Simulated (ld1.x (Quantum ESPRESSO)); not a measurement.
What one change does to a pseudopotential (silicon, PAW)

ld1.x (Quantum ESPRESSO) 7.5 input, shortened:

```
&input
   title='Si', zed=14., rel=0, dft='PZ', iswitch=3,
   config='[Ne] 3s2 3p1.5'
 /
 &inputp
   pseudotype=3, lpaw=.true., tm=.true., lloc=-2, rcloc=1.70,
   nlcc=.true., new_core_ps=.true., rcore=1.35,
   which_augfun='PSQ', rmatch_augfun_nc=.true.
 /
4
3S  1  0   2.00   0.00  1.65  1.85  0.0
3S  1  0   0.00   3.20  1.65  1.85  0.0
3P  2  1   1.50   0.00  1.30  1.65  0.0
3P  2  1   0.00   4.35  1.30  1.65  0.0
 &test
   configts(1)='3s2 3p1.5'
 /
```

All-electron outer shells of the reference configuration (LDA (PZ), non-relativistic, ld1.x):

```tsv
shell	level (eV)	outermost node (bohr)	outermost maximum (bohr)
3s	-14.75	0.72	1.75
3p	-7.77	0.72	2.09
```

Change: waves 3s (bound): rcut 1.56, rcutus 1.66 bohr; 3s channel at 3.2 Ry: rcut 1.56, rcutus 1.66 bohr.

Cutoffs: the cutoffs (Ry, on a coarse ladder) from which the occupation-weighted sum of valence levels, in a spherical-Bessel basis at the reference potential, stays within 10 and 1 mRy of its value at 400 Ry; they do not see the model core or the augmentation charge, which bear on the density cutoff. Errors are all-electron minus pseudo energies relative to the spin-unpolarised reference configuration.

Q: Predict the effect on cutoff, ghosts and configuration errors.

A: The potential gets harder (8 Ry and 12 Ry → 10 Ry and 18 Ry); the errors of the 9 common tests hardly move; neither file shows a bound ghost. A smaller radius makes the pseudo-wave follow the all-electron one further in, where it bends more sharply, so more plane waves are needed.

```tsv
quantity	base	changed
cutoff, loose	8 Ry	10 Ry
cutoff, tight	12 Ry	18 Ry
loose cutoff by channel (10 mRy a level)	s 6 Ry, p 6 Ry	s 10 Ry, p 6 Ry
bound ghosts	none	none
error for 3s2 3p2, meV [ΔE -2.97 eV]	0.0	0.0
error for 3s2 3p1, meV [ΔE 4.87 eV]	-0.3	-0.3
error for 3s2 3p0, meV [ΔE 21.00 eV]	-8.9	-8.8
error for 3s0 3p4, meV [ΔE 10.69 eV]	-1.6	-1.6
error for 3s1 3p3, meV [ΔE 3.78 eV]	-0.3	-0.3
error for 3s1 3p0, meV [ΔE 55.07 eV]	-63	-63
error for 3s1 3p2, meV [ΔE 12.22 eV]	-1.5	-1.5
error for 3s2 3p1.5 (spin-polarised), meV [ΔE -0.40 eV]	-0.4	-0.4
error for 3s2 3p2 (spin-polarised), meV [ΔE -3.58 eV]	-0.5	-0.5
lowest overlap eigenvalue by channel	s 0.57, p 0.74	s 0.51, p 0.74
```
